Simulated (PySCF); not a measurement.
Task: Write a Z-matrix for `ClC1=CBNC=C1` as optimised with BHandHLYP/def2-SVP.

Result: 
Z-matrix in Å and degrees, rows numbered from 1:
```
Cl
C   1  1.7420
C   2  1.3615  1  120.86
B   3  1.5131  2  117.74  1   179.98
N   4  1.4272  3  115.34  2     0.01
C   5  1.3542  4  123.26  3    -0.01
C   6  1.3569  5  121.41  4     0.00
H   3  1.0840  2  118.38  1    -0.04
H   4  1.1970  3  126.25  2  -179.95
H   5  1.0053  4  120.63  3   179.97
H   6  1.0846  5  117.45  4  -179.97
H   7  1.0811  2  120.29  1     0.01
```

N5 (ring nitrogen) is planar (angles 123.3°, 120.6° and 116.1°, sum 360.0°, 0.00 Å off the plane of its three neighbours). B4 (ring boron) is planar (angles 126.2°, 118.4° and 115.3°, sum 360.0°, 0.00 Å off the plane of its three neighbours). The 7 heavy atoms lie in one plane (0.000 Å rms). The 6-membered ring C2–C3–B4–N5–C6–C7 has internal angles of 115.3° to 123.3°; it is planar, 0.00 Å rms from its mean plane, widest ring torsion 0°.

Computed, not measured: BHandHLYP/def2-SVP geometry optimisation, gas phase in PySCF.

Point group: Cs (tolerance 0.08 Å). Not checked by BHandHLYP/def2-SVP frequencies.
